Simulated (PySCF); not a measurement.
# Exact simulation of a proton spin system

Molecule: `c1ccc(CC)nc1`, C7H9N.

Molfile (atoms numbered from 1):
```
C7H9N
     RDKit          3D

 17 17  0  0  0  0  0  0  0  0999 V2000
   -2.5549   -0.6669    0.4592 C   0  0  0  0  0  0  0  0  0  0  0  0
   -1.6615   -0.1905   -0.6799 C   0  0  0  0  0  0  0  0  0  0  0  0
   -0.2247   -0.0436   -0.2579 C   0  0  0  0  0  0  0  0  0  0  0  0
    0.4374    1.1891   -0.3068 C   0  0  0  0  0  0  0  0  0  0  0  0
    1.7644    1.2627    0.1071 C   0  0  0  0  0  0  0  0  0  0  0  0
    2.3908    0.1051    0.5591 C   0  0  0  0  0  0  0  0  0  0  0  0
    1.6474   -1.0753    0.5734 C   0  0  0  0  0  0  0  0  0  0  0  0
    0.3818   -1.1515    0.1798 N   0  0  0  0  0  0  0  0  0  0  0  0
   -3.5888   -0.8231    0.1168 H   0  0  0  0  0  0  0  0  0  0  0  0
   -2.1721   -1.6159    0.8618 H   0  0  0  0  0  0  0  0  0  0  0  0
   -2.5747    0.0650    1.2817 H   0  0  0  0  0  0  0  0  0  0  0  0
   -1.6968   -0.9264   -1.5010 H   0  0  0  0  0  0  0  0  0  0  0  0
   -2.0265    0.7643   -1.0893 H   0  0  0  0  0  0  0  0  0  0  0  0
   -0.0873    2.0770   -0.6672 H   0  0  0  0  0  0  0  0  0  0  0  0
    2.3022    2.2139    0.0776 H   0  0  0  0  0  0  0  0  0  0  0  0
    3.4301    0.1114    0.8939 H   0  0  0  0  0  0  0  0  0  0  0  0
    2.1055   -2.0088    0.9223 H   0  0  0  0  0  0  0  0  0  0  0  0
  1  2  1  0
  2  3  1  0
  3  4  2  0
  4  5  1  0
  5  6  2  0
  6  7  1  0
  7  8  2  0
  8  3  1  0
  1  9  1  0
  1 10  1  0
  1 11  1  0
  2 12  1  0
  2 13  1  0
  4 14  1  0
  5 15  1  0
  6 16  1  0
  7 17  1  0
M  END
```

Method: PBE0-D3(BJ)/def2-SVP geometry, couplings computed with B3LYP/pcJ-1 (spin–dipole term only in couplings to heteroatoms), σ from GIAO-KT2/pcSseg-1, in PySCF (a single conformation, in vacuum, one averaged value for each set of equivalent atoms, non-relativistic Hamiltonian).

References, each an isolated molecule treated in the same way: ¹H (σref 31.18) vs TMS.

Shifts (ppm): H9/H10/H11 1.38, H12/H13 2.59, H14 6.79, H15 7.27, H16 6.70, H17 8.40.
Couplings (Hz): H9–H10, H9–H11, H10–H11: -13.7; H9–H12, H9–H13, H10–H12, H10–H13, H11–H12, H11–H13: 8.5; H12–H13: -13.9; H12–H14, H13–H14: -0.5; H12–H15, H13–H15: 0.2; H12–H16, H13–H16: -0.5; H12–H17, H13–H17: 0.3; H14–H15: 8.5; H14–H16: 0.8; H14–H17: 1.0; H15–H16: 8.3; H15–H17: 1.7; H16–H17: 5.3.

The 9-spin Hamiltonian (Zeeman plus full scalar coupling among like nuclei) was diagonalised exactly; lines are Lorentzian, 0.7 Hz wide, and the maxima above 3 % are listed with the tallest set to 100.

(1) Give the ¹H peak list of this spin system at 250 MHz.

(2) And at 500 MHz?

(3) Among coupled protons with different shifts, which pair is furthest from first order, and how does the field change that?

Answers

(1) 
```csv
Hz,ppm,height
2104.0,8.416,9
2102.7,8.411,12
2101.3,8.405,9
2098.7,8.395,10
2097.3,8.389,12
2096.1,8.384,9
1827.0,7.308,8
1825.3,7.301,8
1818.6,7.274,16
1816.9,7.268,16
1810.2,7.241,10
1808.6,7.234,10
1701.6,6.806,17
1693.1,6.772,14
1681.7,6.727,10
1676.4,6.705,10
1673.4,6.694,9
1668.1,6.672,8
660.5,2.642,10
651.9,2.608,31
643.5,2.574,33
635.0,2.540,12
353.4,1.413,50
344.9,1.380,100
336.4,1.346,45
```

(2) 
Hz from δ = 0 (height): 4203.9 (8), 4202.7 (11), 4201.4 (9), 4198.7 (9), 4197.4 (11), 4196.1 (9), 3644.4 (7), 3642.7 (7), 3636.0 (15), 3634.3 (15), 3627.6 (8), 3625.9 (8), 3399.2 (15), 3390.7 (14), 3356.8 (9), 3351.4 (9), 3348.5 (8), 3343.2 (8), 1307.9 (10), 1299.4 (30), 1290.9 (31), 1282.4 (11), 698.5 (50), 690.0 (100), 681.5 (48)

(3) H14 and H15: Δν/J is about 14.1 at 250 MHz (close to first order) and 28.2 at 500 MHz (close to first order). J in Hz doesn't depend on the field, while Δν in Hz grows in proportion to it.

Unscaled 3J(H,H) at this level run about 10 % above measured values.
